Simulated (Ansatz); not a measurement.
C₃H₈In, doublet, geometry from GFN2-xTB (such geometries of metal compounds can be far from the true shape) (the spin is typed, not shown lowest) (core potentials on In); BLYP/def2-SVP (Ansatz, a quantum-chemistry and plane-wave program).

Ansatz was given this input:
Ansatz 0.2 input:
```yaml
crystal:
  periodic: [false, false, false]
  atoms:
    - {symbol: In, position_ang: [0.18038291, 0.45133796, 0.20076928]}
    - {symbol: C, position_ang: [-1.56185133, 1.14607226, 1.67496398]}
    - {symbol: H, position_ang: [-1.89409718, 0.25444339, 2.20608348]}
    - {symbol: H, position_ang: [-2.38651056, 1.53734791, 1.07998422]}
    - {symbol: H, position_ang: [-1.24370066, 1.89972072, 2.39266481]}
    - {symbol: C, position_ang: [-0.15582807, -1.70488049, -0.89502404]}
    - {symbol: C, position_ang: [0.83522602, -2.01274680, -1.99697459]}
    - {symbol: H, position_ang: [-1.17886301, -1.64908784, -1.27417861]}
    - {symbol: H, position_ang: [-0.11146560, -2.44480568, -0.09268406]}
    - {symbol: H, position_ang: [1.85345642, -2.04474072, -1.60607392]}
    - {symbol: H, position_ang: [0.79070723, -1.25595343, -2.78214841]}
    - {symbol: H, position_ang: [0.62643121, -2.98315435, -2.45913436]}
basis:
  gaussian:
    orbitals: def2-SVP
    final_grid: {core_spheres: 6, valence_spheres: 12, degree: 29}
hamiltonian:
  xc: blyp
magnetization: {spin_polarized: true, initial_magnetization: 1}
```

What the program printed (banner, timings and long lists left out):

```
Functional definition: BLYP
1254 factors; their error is unknown
mean field evaluation 1: about -8385.1305 eV, gradient 6.4e1 eV
mean field evaluation 2: about -8261.6229 eV, gradient 1.2e2 eV
mean field evaluation 4: about -8403.8248 eV, gradient 2.7e1 eV
mean field evaluation 8: about -8408.2734 eV, gradient 2.1e-1 eV
mean field evaluation 16: about -8408.2307 eV, gradient 1.6e-3 eV
mean field -8408.23069857 eV, -308.9967788691 hartree, gradient 1.4e-5 eV, S^2 0.752821; 1 other end points of the search recorded, 0 dependent functions left out
reference -8408.23108298 eV, -308.9967929958 hartree; 24, 23 occupied and 84, 85 virtual orbitals, 1254 factors
Total energy: -8408.23108298 eV, -308.9967929958 hartree
```
